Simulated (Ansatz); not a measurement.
Two members of one family (Rs-LiF), computed with Ansatz in the gas phase. The two geometries come from different levels. Binding counts from free atoms in the multiplicity of their measured ground term, without zero-point energy. The structures are stationary points that may keep the symmetry of their start.

First: 1x4x4 LiF rock-salt block, 1x4x4 (singlet, charge 0, PBE0-D4/def2-SVP geometry).

```tsv
atom	x (Å)	y (Å)	z (Å)
Li1	-3.4605	-0.6600	0.6883
F2	-2.8638	0.5340	-0.3796
Li3	-1.8683	1.9924	-0.7222
F4	-1.0045	2.9968	-1.8007
F5	-2.0693	-1.5450	1.1315
Li6	-1.2133	-0.3237	-0.0221
F7	-0.3253	1.2800	0.0800
Li8	0.4879	2.3902	-1.2329
Li9	-0.4872	-2.3881	1.2351
F10	0.3242	-1.2876	-0.0874
Li11	1.2114	0.3177	0.0116
F12	2.0700	1.5466	-1.1303
F13	1.0060	-2.9917	1.8068
Li14	1.8684	-1.9930	0.7212
F15	2.8625	-0.5349	0.3789
Li16	3.4618	0.6662	-0.6782
```

```csv
level,HOMO (eV),LUMO (eV),gap (eV),binding per atom (eV)
PBE-D4/def2-TZVP,-6.64,-1.19,5.45,3.97
r2SCAN-D4/def2-TZVP,-7.02,-0.52,6.50,3.93
B3LYP-D4/6-31G,-8.02,-0.93,7.09,4.03
PBE0-D4/def2-SVP,-8.25,-0.67,7.58,4.01
PBE0-D4/def2-TZVP,-8.57,-0.62,7.95,3.84
```

Second: 2x3x4 LiF rock-salt block, 2x3x4 (singlet, charge 0, r2SCAN-D4/def2-SVP geometry).

```xyz
24

Li    2.1831    0.4069   -2.3466
F     0.5953    1.0942   -1.7534
Li   -0.9903    1.5856   -0.9377
F    -2.6021    2.1008   -0.1282
F     3.1186    0.8219   -0.8946
Li    1.5215    1.4279   -0.1167
F    -0.0411    2.0484    0.6529
Li   -1.6891    2.3901    1.3684
Li    3.1800   -0.4370    0.3575
F     1.7167    0.1457    1.2853
Li    0.0849    0.6761    1.9758
F    -1.5596    1.2197    2.6985
F     1.5596   -1.2197   -2.6985
Li   -0.0849   -0.6760   -1.9759
F    -1.7167   -0.1456   -1.2854
Li   -3.1797    0.4368   -0.3567
Li    1.6891   -2.3901   -1.3685
F     0.0411   -2.0484   -0.6530
Li   -1.5215   -1.4279    0.1166
F    -3.1187   -0.8218    0.8945
F     2.6021   -2.1008    0.1282
Li    0.9903   -1.5856    0.9376
F    -0.5953   -1.0941    1.7533
Li   -2.1831   -0.4068    2.3465
```

Problem. Estimate how these quantities change from the first to the second (second minus first).

Solution. 
| level | Δ HOMO (eV) | Δ LUMO (eV) | Δ gap (eV) | Δ binding per atom (eV) |
| --- | --- | --- | --- | --- |
| PBE-D4/def2-TZVP | -0.95 | 0.45 | 1.39 | 0.14 |
| r2SCAN-D4/def2-TZVP | -1.00 | 0.40 | 1.40 | 0.15 |
| B3LYP-D4/6-31G | -1.21 | 0.46 | 1.67 | 0.19 |
| PBE0-D4/def2-SVP | -1.17 | 0.48 | 1.65 | 0.18 |
| PBE0-D4/def2-TZVP | -1.00 | 0.49 | 1.49 | 0.14 |
